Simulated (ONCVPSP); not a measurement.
**What one change does to a pseudopotential (Cu, ONCV)**

- Element: Cu (Z = 29)
- Generator: ONCVPSP 4.0.1
- Type: optimised norm-conserving Vanderbilt (ONCV)
- Functional: PBE
- Relativity: fully relativistic
- Frozen core: [Ne]
- Valence charge: 19
- Reference configuration: 3s2 3p6 3d10 4s1
- Partial waves: 3s+4s: rc 1.30 bohr, ncon 4, nbas 8, qcut 7.9 1/bohr, 2 projectors; 3p: rc 1.20 bohr, ncon 4, nbas 7, qcut 14 1/bohr, 1 projector; 3d: rc 1.15 bohr, ncon 4, nbas 8, qcut 11.4 1/bohr, 2 projectors, debl 2.9 Ha
- Local potential: polynomial inside 1.05 bohr (lpopt 5, dvloc0 -1 Ha)
- Core correction: polynomial model core, fcfact 0.55

Open shells are filled in proportion to 2j + 1.

All-electron outer shells of the reference configuration (PBE, scalar-relativistic, ld1.x):

| shell | level (eV) | outermost node (bohr) | outermost maximum (bohr) |
| --- | --- | --- | --- |
| 2p | -916.98 | – | 0.16 |
| 3s | -114.70 | 0.29 | 0.61 |
| 3p | -72.14 | 0.26 | 0.62 |
| 3d | -5.04 | – | 0.60 |
| 4s | -4.61 | 0.89 | 2.27 |

Change: s: qcut 10.2; p: qcut 18.2; d: qcut 14.8.

Cutoffs: the cutoffs (Ha) at which the residual kinetic energy of the hardest occupied pseudo-wave falls to 1 and 0.1 mHa per electron; they do not see the model core or the augmentation charge, which bear on the density cutoff. Errors are all-electron minus pseudo energies relative to the spin-unpolarised reference configuration.

Q: How do hardness, ghosts and transferability respond?

A: The potential gets neither clearly harder nor softer (62 Ha and 157 Ha → 81 Ha and 92 Ha); the d channel sets the loose cutoff, while the largest relative change is in s, which becomes harder; of the 3 tests that both files solve, the error grows in 0 and shrinks in 1 by more than 15 % and 0.3 meV (median size 3.9 → 3.4 meV); neither file shows a bound ghost.

```csv
quantity,base,changed
"cutoff, loose",62 Ha,81 Ha
"cutoff, tight",157 Ha,92 Ha
loose cutoff by channel,"s 16 Ha, p 50 Ha, d 62 Ha","s 30 Ha, p 56 Ha, d 81 Ha"
bound ghosts,none,none
GHOST(+) flags under 300 eV,none,none
tests with a reliable result,3 of 4,3 of 4
"error for 3s2 3p6 3d10 4s0, meV [ΔE 8.15 eV]",+3.9,+3.4
"error for 3s2 3p6 3d9 4s0, meV [ΔE 29.48 eV]",+3.1,+2.8
"error for 3s1 3p6 3d10 4s1, meV [ΔE 122.23 eV]",-365,-199
s: phases at 1.32 bohr within 0.05 rad from the reference energy up to (Ha; the scan ends near 5),to the end of the scan,to the end of the scan
p3/2: phases at 1.21 bohr within 0.05 rad from the reference energy up to (Ha; the scan ends near 5),2.6,2.5
p1/2: phases at 1.21 bohr within 0.05 rad from the reference energy up to (Ha; the scan ends near 5),2.6,2.5
d5/2: phases at 1.16 bohr within 0.05 rad from the reference energy up to (Ha; the scan ends near 5),to the end of the scan,to the end of the scan
d3/2: phases at 1.16 bohr within 0.05 rad from the reference energy up to (Ha; the scan ends near 5),to the end of the scan,to the end of the scan
"rms error of d²Exc/dni dnj with the model core, mHa",5.47,5.62
```
